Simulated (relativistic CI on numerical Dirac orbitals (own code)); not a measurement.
## Sc²⁺ in a cubic cluster: 2p photoemission with charge transfer

Computed with a charge-transfer multiplet model of a cubic metal-ligand cluster with up to 2 ligand holes, Slater and spin-orbit integrals from Dirac-Coulomb-Breit ions, Slater integrals scaled by 0.9. The ground state mixes d1 with configurations of k ligand holes L, whose averages lie at kΔ + k(k − 1)U_dd/2; a core hole lowers each added d electron by U_cd. 300 K, Lorentzian 0.6 eV and Gaussian 0.8 eV FWHM.

Atomic integrals in eV (Slater integrals scaled, ζ unscaled), ground: F2dd 5.299, F4dd 3.246, zeta_d 0.008; with the core hole: F2dd 5.299, F4dd 3.246, zeta_d 0.020, zeta_core 3.005, F2cd 4.627, G1cd 3.325, G3cd 1.884. Where a configuration has fewer than two d electrons, the dd integrals are those of d2.

Cluster parameters (eV): Δ = 6.8, U_cd = 4.6, 10Dq = 0.5, 10Dq(ligand) = 0.1, V(eg) = 2.15, V(t2g) = -0.99, final-state hopping factor = 1.

```
         Case   n_d    d1   d2L  d3L2     S
U_dd = 3.4 eV  1.32  0.71  0.27  0.03  0.50
U_dd = 4.1 eV  1.31  0.71  0.27  0.02  0.50
U_dd = 6.2 eV  1.30  0.72  0.26  0.02  0.50
```

Weights, n_d and S are thermal averages at 300 K. Binding energies count from the first peak over 30 % of the highest in each spectrum, which can be another peak from case to case. The parameters are a model scan and need not match a compound or its usual spin state. Peaks in eV (height, largest 100):
- U_dd = 3.4 eV: 0.0 (100), 4.6 (47), 6.9 (15)
- U_dd = 4.1 eV: 0.0 (100), 4.6 (47), 6.8 (15)
- U_dd = 6.2 eV: 0.0 (100), 4.6 (49), 8.4 (9)

Curve for U_dd = 3.4 eV (points under 2 left out, the grid thinned):

```json
{"E (eV)": "-3.3", "Intensity": "2.1"}
{"E (eV)": "-2.9", "Intensity": "2.7"}
{"E (eV)": "-2.5", "Intensity": "3.6"}
{"E (eV)": "-2.1", "Intensity": "5.3"}
{"E (eV)": "-1.7", "Intensity": "8.9"}
{"E (eV)": "-1.3", "Intensity": "18.2"}
{"E (eV)": "-0.9", "Intensity": "40.2"}
{"E (eV)": "-0.5", "Intensity": "74.0"}
{"E (eV)": "-0.2", "Intensity": "94.7"}
{"E (eV)": "0.2", "Intensity": "97.1"}
{"E (eV)": "0.6", "Intensity": "73.8"}
{"E (eV)": "1.0", "Intensity": "46.7"}
{"E (eV)": "1.4", "Intensity": "26.9"}
{"E (eV)": "1.8", "Intensity": "15.9"}
{"E (eV)": "2.2", "Intensity": "13.1"}
{"E (eV)": "2.6", "Intensity": "12.8"}
{"E (eV)": "3.0", "Intensity": "11.8"}
{"E (eV)": "3.4", "Intensity": "14.1"}
{"E (eV)": "3.8", "Intensity": "23.3"}
{"E (eV)": "4.2", "Intensity": "38.3"}
{"E (eV)": "4.6", "Intensity": "46.9"}
{"E (eV)": "5.0", "Intensity": "41.3"}
{"E (eV)": "5.3", "Intensity": "33.6"}
{"E (eV)": "5.7", "Intensity": "24.7"}
{"E (eV)": "6.1", "Intensity": "18.0"}
{"E (eV)": "6.5", "Intensity": "15.2"}
{"E (eV)": "6.9", "Intensity": "15.1"}
{"E (eV)": "7.3", "Intensity": "14.1"}
{"E (eV)": "7.7", "Intensity": "12.6"}
{"E (eV)": "8.1", "Intensity": "11.9"}
{"E (eV)": "8.5", "Intensity": "10.4"}
{"E (eV)": "8.9", "Intensity": "8.2"}
{"E (eV)": "9.3", "Intensity": "5.9"}
{"E (eV)": "9.7", "Intensity": "4.3"}
{"E (eV)": "10.1", "Intensity": "3.4"}
{"E (eV)": "10.5", "Intensity": "3.0"}
{"E (eV)": "10.9", "Intensity": "2.6"}
{"E (eV)": "11.2", "Intensity": "2.5"}
{"E (eV)": "11.6", "Intensity": "2.4"}
{"E (eV)": "12.0", "Intensity": "2.4"}
{"E (eV)": "12.4", "Intensity": "3.2"}
{"E (eV)": "12.8", "Intensity": "4.5"}
{"E (eV)": "13.2", "Intensity": "4.8"}
{"E (eV)": "13.6", "Intensity": "3.5"}
{"E (eV)": "14.0", "Intensity": "2.2"}
```

For the case U_dd = 4.1 eV, Δ = 6.8 eV is larger than U_dd = 4.1 eV, the Mott-Hubbard side of the Zaanen-Sawatzky-Allen scheme. With the core hole the average of the configuration with one ligand hole lies at Δ − U_cd = 2.2 eV before mixing: the effective hopping of about 4.7 eV (from the holes of the mixed ground state) is comparable with this gap or larger, so the configurations mix strongly.
